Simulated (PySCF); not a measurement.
# Stretching TiF

Set-up: PySCF, no relativity, basis sets Ti def2-TZVPPD, F def2-TZVPPD. Energies in eV from Ti (3d2 4s2) + F in their ground configurations at the same level. State: ⁴Σ⁻ (quartet), unpaired electrons σ ↑, δ ↑↑.

```tsv
R (Å)	UHF-CCSD
1.601	-4.702
1.672	-5.121
1.726	-5.281
1.779	-5.343
1.832	-5.328
1.903	-5.222
1.992	-4.996
2.099	-4.646
```

Question: Put a parabola through the three lowest points of the UHF-CCSD curve and estimate Re, k and ωe (reduced mass 13.61 u; 1 eV/Å² = 0.16022 mdyn/Å; ωe = 1302.8·√(k/μ) cm⁻¹).

Answer: Through R = 1.726, 1.779, 1.832 Å the second-order coefficient is 13.7 eV/Å², so Re ≈ 1.795 Å, k ≈ 4.39 mdyn/Å and ωe ≈ 740 cm⁻¹. A polynomial fit of higher order to the unrounded UHF-CCSD energies gives Re = 1.794 Å, k = 3.94 mdyn/Å, ωe = 701 cm⁻¹; anharmonicity and rounding make the difference.

The higher-order fit for each curve: UHF-CCSD: Re = 1.794 Å, ωe = 701 cm⁻¹, De = 5.35 eV.

Correlated steps freeze 6 core orbitals. With d or f electrons several states lie close, and the lowest PBE0 determinant need not be the measured ground state.
